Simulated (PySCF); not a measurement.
# Hartree-Fock beside MP2: FH2OSi2 anion

These are calculations, not measurements. They come from PySCF 2.14.0, an open-source quantum chemistry program, on an isolated molecule that a program drew, which may never have been made. The molecule is FH2OSi2 anion (charge -1, singlet), drawn as the SMILES string `O=[SiH][SiH-]F`.

The geometry was optimised and harmonic frequencies were computed with HF and MP2, all in the aug-cc-pV(D+d)Z basis, for the commonest isotopes, with a restricted reference for singlets and an unrestricted one otherwise, and a frozen core in MP2. Each result is a local minimum of its method.

Geometry at the HF minimum:
```xyz
6
FH2OSi2 anion, angstrom
O    -1.7876    2.3075    0.9057
Si   -0.3651    1.8510    1.2327
Si    1.0208   -0.0464    0.9476
F     0.4859   -0.8414   -0.4257
H     0.3672    2.7250    2.2406
H     2.1194    0.8352    0.3508
```

Lengths of the bonds as drawn, in Å (atoms numbered as above):
```
bond,HF,MP2
O1-Si2,1.529,1.583
Si2-Si3,2.367,2.338
Si3-F4,1.675,1.708
Si2-H5,1.522,1.534
Si3-H6,1.530,1.534
```

Rotational constants, in GHz:
| constant | HF | MP2 |
|---|---|---|
| A | 11.24 | 11.7 |
| B | 2.199 | 2.077 |
| C | 1.877 | 1.803 |

Harmonic frequencies in cm^-1, each column in rising order, so a row needn't be the same motion in every method:
```
rank,HF,MP2
1,114,96
2,153,155
3,272,240
4,348,351
5,408,385
6,674,?
7,738,693
8,842,785
9,906,817
10,1217,1055
11,2018,1984
12,2074,2008
```

**Estimate the missing MP2 frequency from the HF column.**

A single factor s that minimises the squared misfit of MP2 against s times HF over the other rows is sum(HF x MP2) / sum(HF^2) = 0.9527, with an rms misfit of 42 cm^-1. For rank 6 it gives 0.9527 x 674 = 642 cm^-1. The calculation gives 591 cm^-1, 51 cm^-1 below the estimate. The drawn bonds are on average 1.1 % longer in MP2 than in HF.
